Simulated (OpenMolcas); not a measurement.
Computed levels of 4s² 4p in ions with 31 electrons, in cm-1 above ²P°_1/2.

* Program: OpenMolcas
* Method: CASSCF
* Basis: ANO-R3
* Scalar Hamiltonian: X2C, finite nucleus
* Spin-orbit coupling: RASSI with atomic mean-field integrals over the reference wave functions, term energies averaged over their components

Active space for each ion: 1 electron in 3 orbitals (4p).

```tsv
Level	Ga	As2+	Se3+	Br4+	Kr5+
²P°_3/2	705	2638	3925	5492	7364
```

Problem. Estimate ²P°_3/2 for Ge+ from its neighbours Ga and As2+.

Solution. ²P°_3/2 is fine structure, which grows about as the fourth power of a screened charge, so the fourth roots are averaged: ((705^0.25 + 2638^0.25) / 2)^4 = 1440. The calculation gives 1575, so the estimate is off by -8.6 %; the measured value is 1767 (NIST Handbook of Basic Atomic Spectroscopic Data).

With one active electron the reference holds no correlation, so core polarisation is missing. Measured partners are found by configuration, term and J. A level has none where our copy of the source lacks it or the pairing is in doubt (some pairs that miss far off the trend of their configuration count as doubtful), and it then counts in no deviation. Only configurations of the active space appear.

° marks odd parity.
